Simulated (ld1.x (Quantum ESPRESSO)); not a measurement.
**La: one change to a TM potential, before and after**

ld1.x (Quantum ESPRESSO) 7.5 input, shortened:

```
&input
   title='La', zed=57., rel=2, dft='PBE', iswitch=3,
   config='[Xe] 4f0 5d1 6s2 6p0', rel_dist='average'
 /
 &inputp
   pseudotype=2, tm=.true., lloc=0,
   nlcc=.true., new_core_ps=.true., rcore=1.20
 /
4
6P  2  1   0.00   0.00  4.20  4.20  0.0
5D  3  2   1.00   0.00  3.60  3.60  0.0
4F  4  3   0.00   0.00  1.25  1.25  0.0
6S  1  0   2.00   0.00  3.60  3.60  0.0
 &test
   configts(1)='4f0 5d1 6s2 6p0'
 /
```

Open shells are filled in proportion to 2j + 1 (rel_dist='average').

All-electron outer shells of the reference configuration (PBE, scalar-relativistic, ld1.x):

```tsv
shell	level (eV)	outermost node (bohr)	outermost maximum (bohr)
5s	-38.92	0.77	1.41
5p	-22.40	0.83	1.58
4f	-4.35	–	0.75
6s	-3.68	1.86	3.84
5d	-3.09	0.95	2.21
6p	-1.35	2.21	4.93
```

Change: wave 6s (bound): rc 3.60 bohr becomes 6s (bound): rc 4.46 bohr.

Cutoffs: the cutoffs (Ry, on a coarse ladder) from which the occupation-weighted sum of valence levels, in a spherical-Bessel basis at the reference potential, stays within 10 and 1 mRy of its value at 400 Ry; they do not see the model core or the augmentation charge, which bear on the density cutoff. Errors are all-electron minus pseudo energies relative to the spin-unpolarised reference configuration.

Predict the effect on cutoff, ghosts and configuration errors.

Both files are so soft that the ladder of cutoffs tells neither apart; of the 6 tests that both files solve, the error grows in 3 and shrinks in 1 by more than 15 % and 0.3 meV (median size 15.8 → 23.2 meV); neither file shows a bound ghost at the reference potential, the only one tested.

| quantity | base | changed |
| --- | --- | --- |
| cutoff, loose | 10 Ry | 10 Ry |
| cutoff, tight | 12 Ry | 12 Ry |
| bound ghosts | none | none |
| tests counted (converged, no solver errors) | 6 of 7 | 6 of 7 |
| error for 4f0 5d1 6s1 6p0, meV [ΔE 5.97 eV] | -5.2 | -4.6 |
| error for 4f0 5d1 6s0 6p0, meV [ΔE 16.85 eV] | -53 | -68 |
| error for 4f0 5d1 6s1.5 6p0, meV [ΔE 2.40 eV] | -0.8 | -0.4 |
| error for 4f0 5d1 6s1 6p1, meV [ΔE 2.37 eV] | -5.8 | -8.2 |
| error for 4f0 5d0 6s2 6p1, meV [ΔE 2.29 eV] | -123 | -107 |
| error for 4f0 5d1 6s0 6p2, meV [ΔE 4.83 eV] | -26 | -38 |

Base: The cutoffs count occupied waves only; the empty 4f level needs 180 Ry at the loose tolerance. Tests not counted: 4f1 5d0 6s2 6p0 (solver errors, printed error -39.9 eV). Changed file: The cutoffs count occupied waves only; the empty 4f level needs 180 Ry at the loose tolerance. Tests not counted: 4f1 5d0 6s2 6p0 (solver errors, printed error -68.3 eV).
